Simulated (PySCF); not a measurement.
**Radial density of Cd⁺ (cadmium, charge +1)**

UHF, [Kr] 4d10 5s1, 2S determinant. All numbers are calculated (PySCF 2.14, scalar relativity through the core potential, in aug-cc-pVTZ-PP with ECP28MDF). This is the valence pseudo-density: the core potential removes the inner electrons and smooths the orbitals near the nucleus.

| r (bohr) | 4πr²ρ (e/bohr) | 4πr²(ρα − ρβ) |
| --- | --- | --- |
| 0.0168 | 1.893e-05 | 0.0000 |
| 0.0282 | 4.832e-05 | 0.0000 |
| 0.0475 | 0.0001169 | 0.0000 |
| 0.0799 | 0.0004393 | 0.0000 |
| 0.134 | 0.004209 | 0.0000 |
| 0.226 | 0.06224 | -0.0001 |
| 0.380 | 1.315 | 0.0028 |
| 0.639 | 13.78 | 0.0304 |
| 1.08 | 16.92 | -0.0689 |
| 1.81 | 3.924 | 0.3823 |
| 3.04 | 0.5514 | 0.3517 |
| 5.12 | 0.04320 | 0.0417 |
| 8.61 | 0.0001424 | 0.0001 |
| 14.5 | 1.630e-05 | 0.0000 |

Energies and moments cover only the electrons outside the core potential.

Q: Where is the radial spin density 4πr²(ρα − ρβ) most negative, and why is it negative at all?

A: Around r = 1.08 bohr, down to -0.0689 e/bohr: exchange with the open shell polarises the paired shells in an unrestricted calculation.
